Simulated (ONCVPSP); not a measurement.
## How hard is this cobalt (Co) ONCV potential?

- Element: cobalt
- Generator: ONCVPSP 4.0.1
- Type: optimised norm-conserving Vanderbilt (ONCV)
- Functional: PBE
- Relativity: fully relativistic
- Frozen core: [Ar]
- Valence charge: 9
- Reference configuration: 3d7 4s2
- Partial waves: 4s: rc 2.55 bohr, ncon 5, nbas 9, qcut 2.6 1/bohr, 2 projectors, debl 3.4 Ha; p scattering state at 0.1 Ha: rc 2.60 bohr, ncon 4, nbas 7, qcut 3.4 1/bohr, 2 projectors, debl 1.7 Ha; 3d: rc 1.05 bohr, ncon 4, nbas 9, qcut 16.8 1/bohr, 1 projector
- Local potential: polynomial inside 0.80 bohr (lpopt 4, dvloc0 1 Ha)
- Core correction: Teter function fitted to the true core (icmod 2), fcfact 0.2

Open shells are filled in proportion to 2j + 1.

In the p channel the program set the typed energies aside and used 0.050, 1.750 Ha (j = l + 1/2; the other j can differ).

Problem. For each optimised wave give the share of its norm inside rc, the residual kinetic energy above qcut (Ha) and the cutoffs (Ha) for errors of 10, 1, 0.1 and 0.01 mHa per electron.

Solution.

```json
{"wave": "4s", "norm inside rc": "0.445", "residual KE": "2.6e-03", "10 mHa": "2.2", "1 mHa": "6.7", "0.1 mHa": "29.0", "0.01 mHa": "34.7"}
{"wave": "s projector 2", "norm inside rc": "0.171", "residual KE": "2.6e-01", "10 mHa": "18.2", "1 mHa": "39.6", "0.1 mHa": "45.5", "0.01 mHa": "49.4"}
{"wave": "p projector 1 j=3/2", "norm inside rc": "0.397", "residual KE": "1.0e-04", "10 mHa": "1.1", "1 mHa": "3.4", "0.1 mHa": "5.9", "0.01 mHa": "17.9"}
{"wave": "p projector 2 j=3/2", "norm inside rc": "0.169", "residual KE": "1.5e-03", "10 mHa": "4.6", "1 mHa": "6.0", "0.1 mHa": "12.5", "0.01 mHa": "21.9"}
{"wave": "p projector 1 j=1/2", "norm inside rc": "0.405", "residual KE": "1.1e-04", "10 mHa": "1.1", "1 mHa": "3.4", "0.1 mHa": "5.9", "0.01 mHa": "18.1"}
{"wave": "p projector 2 j=1/2", "norm inside rc": "0.170", "residual KE": "1.6e-03", "10 mHa": "4.7", "1 mHa": "6.0", "0.1 mHa": "13.2", "0.01 mHa": "22.8"}
{"wave": "3d j=5/2", "norm inside rc": "0.595", "residual KE": "3.8e-07", "10 mHa": "78.0", "1 mHa": "95.6", "0.1 mHa": "109.8", "0.01 mHa": "121.4"}
{"wave": "3d j=3/2", "norm inside rc": "0.599", "residual KE": "3.3e-07", "10 mHa": "78.2", "1 mHa": "95.8", "0.1 mHa": "109.9", "0.01 mHa": "121.5"}
```

The occupied waves need 96 Ha and 110 Ha for 1 and 0.1 mHa. Note: ghosts flagged at negative energy: s at -2.94 eV; GHOST(+) flagged for p3/2 at 51.7 eV, p1/2 at 54.1 eV. A true bound ghost makes a file unfit for plane-wave use. 4 of 4 tests not solved or not reliable.
